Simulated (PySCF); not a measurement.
C₆H₁₄PS (charge +1).
Bonds: C1–C2, C2–P3, P3–C4, C4–C5, C5–S6, S6–C7, C7–C8, P3–C8. Hydrogens: H9, H10, H11 on C1; H12, H13 on C2; H14 on P3; H15, H16 on C4; H17, H18 on C5; H19, H20 on C7; H21, H22 on C8.

Probes without a nucleus sit at each ring's centroid and 1 Å off its mean plane on both sides; NICS is minus the shielding there, NICSzz its component along the normal. Level: GIAO PBE0/pcSseg-1 (PySCF, non-relativistic, gas phase) on the GFN2-xTB geometry, one conformer.

Ring bond lengths (Å), with Mayer bond orders in brackets: P3–C4 1.816 (0.99), C4–C5 1.528 (0.99), C5–S6 1.824 (1.01), S6–C7 1.823 (1.01), C7–C8 1.528 (0.99), C8–P3 1.816 (1.01).

What do the NICS probes read (ppm)?

```
             ring                                                   type  NICS(0)  NICS(1), two faces  NICS(1)zz, two faces  rms pucker (Å)  centre to ring atoms, mean (Å)
P3–C4–C5–S6–C7–C8  6-membered ring with P and S; formal bonds all single     -2.8         -2.2 / -2.5             5.3 / 3.6            0.30                            1.64
```

What can be read from them?

- P3–C4–C5–S6–C7–C8: mean NICS(1)zz 4.4 ppm, deshielded. P3, C4, C5, C7, C8 have four or more neighbours, so the value isn't read as a sign of a π ring current.

What are the shieldings of the ring atoms and their hydrogens in the same run (means over atoms taken as equivalent)?

```
   atoms                     environment  σ isotropic (ppm)
      P3          phosphonium phosphorus              327.0
 C4 (×2)  sp3 carbon bound to phosphorus              162.9
 C5 (×2)      sp3 carbon bound to sulfur              152.9
      S6                  sulfide sulfur              454.6
     H14                    P–H hydrogen              26.60
H15 (×2)              methylene hydrogen              28.93
H16 (×2)              methylene hydrogen              29.24
H17 (×2)              methylene hydrogen              28.84
H18 (×2)              methylene hydrogen              28.24
```
